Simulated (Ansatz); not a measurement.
Two isomers of C2H7BN2Si: A = `N=C=CNB[SiH3]`, B = `CB[Si]1(N)C=N1`.

Computed with Ansatz on PBE0-D4/def2-TZVP structures; ΔE is electronic, products minus reactants. CCSD(T)/CBS is the MP2 limit (def2-TZVPP, def2-QZVPP) plus CCSD(T) − MP2 in def2-TZVPP, frozen cores. DFT in def2-TZVPP. B3LYP here is the variant with VWN-RPA as its local correlation; programs differ in this. One conformer a species, not always the lowest.

A:

```xyz
13

N     1.141   -0.312   -3.570
C     0.579   -0.577   -2.519
C     0.112   -0.929   -1.345
N     0.096   -0.096   -0.215
B    -0.447   -0.407    1.029
Si   -0.346    0.927    2.529
H     0.555    0.125   -4.282
H    -0.317   -1.915   -1.223
H     0.545    0.797   -0.357
H    -0.962   -1.484    1.144
H    -1.703    1.303    3.020
H     0.408    0.387    3.696
H     0.339    2.182    2.094
```

B:

```xyz
13

C     1.4273    1.6973    0.2256
B     0.6984    0.7149   -0.7322
Si   -0.5441   -0.7120   -0.1633
N    -0.7204   -0.9691    1.5164
C    -1.8225   -1.3139   -1.2695
N    -0.8361   -2.1135   -1.2783
H     1.5417    2.7013   -0.1923
H     1.0294    1.7642    1.2394
H     2.4556    1.3058    0.3074
H     0.8996    0.7813   -1.9121
H     0.0584   -0.8391    2.1404
H    -1.3976   -1.6126    1.8908
H    -2.7896   -1.4046   -1.7723
```

Q: Which isomer does CCSD(T)/CBS put lower? Give the gap. (Best estimate.)

A: Computed: B, by 8.6 kcal/mol.

Q: Give E(B) − E(A) in kcal/mol with PBE0-D4, B3LYP-D4, CCSD/def2-TZVPP, B2PLYP, PBE-D4, HF/def2-TZVPP, MP2/def2-TZVPP. (Best estimate.)

A: Ansatz gave: PBE0-D4 -5.7, B3LYP-D4 -2.6, CCSD/def2-TZVPP -6.5, B2PLYP -4.6, PBE-D4 -3.6, HF/def2-TZVPP -3.6, MP2/def2-TZVPP -9.5. None reverses the order clearly.

Largest T1 diagnostic: 0.018.

In def2-TZVPP, CCSD(T) changes the Hartree–Fock value by −3.0 kcal/mol (the triples alone add −0.1 kcal/mol) and MP2 by −6.0 kcal/mol. The D4 term adds −1.1 kcal/mol with B3LYP and −0.6 kcal/mol with PBE0; it sums over pairs of atoms, weighted by their polarisabilities, and B3LYP, whose exchange is more repulsive, gets the larger term.
